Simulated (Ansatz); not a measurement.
The cation of C2Br2ClF3, SMILES `FC(F)(Br)C(F)(Cl)Br` at the neutral geometry.

```yaml
crystal:
  periodic: [false, false, false]
  atoms:
    - {symbol: F, position_ang: [1.441049, -0.784930, -0.610066]}
    - {symbol: C, position_ang: [0.269622, -0.172928, -0.723579]}
    - {symbol: F, position_ang: [0.428548, 0.902291, -1.492284]}
    - {symbol: Br, position_ang: [-1.003178, -1.353539, -1.576268]}
    - {symbol: C, position_ang: [-0.228130, 0.289016, 0.677120]}
    - {symbol: F, position_ang: [-1.415540, 0.881037, 0.526434]}
    - {symbol: Cl, position_ang: [0.916490, 1.453576, 1.325839]}
    - {symbol: Br, position_ang: [-0.408873, -1.214535, 1.872794]}
basis:
  gaussian: {orbitals: def2-TZVPP}
total_charge: 1
magnetization: {spin_polarized: true, initial_magnetization: 1}
hamiltonian: {xc: {name: wB97X-V}}
```

```sh
$ ansatz run in.yaml --threads 2 --pin off --events-out ev --progress --plain --max-ram 31744MiB --backend cuda --devices 0, --max-vram 18GiB
```

Output, abridged:

```
Functional definition: wB97X-V
1964 factors; their error is unknown
297 factors; integrals over basis functions are off by at most 2.1e-5 eV
mean field evaluation 1: about -162808.8393 eV, gradient 4.4e1 eV
mean field evaluation 2: about -162807.3375 eV, gradient 5.3e1 eV
mean field evaluation 4: about -162814.5493 eV, gradient 2.4e0 eV
mean field evaluation 8: about -162814.5883 eV, gradient 1.5e-1 eV
mean field evaluation 16: about -162815.1799 eV, gradient 1.7e-2 eV
mean field evaluation 32: about -162815.1800 eV, gradient 1.5e-4 eV
mean field -162815.17997023 eV, -5983.3475038134 hartree, gradient 2.1e-5 eV, S^2 0.757359; 6 other end points of the search recorded, 0 dependent functions left out
reference -162815.17996855 eV, -5983.3475037514 hartree; 63, 62 occupied and 230, 231 virtual orbitals, 1964 factors
Total energy: -162815.17996855 eV, -5983.3475037514 hartree
```

Run time 17 s (2 threads of an AMD EPYC 7R13 on a shared host and a share of an NVIDIA H100 80 GB); peak host memory 1.1 GiB.
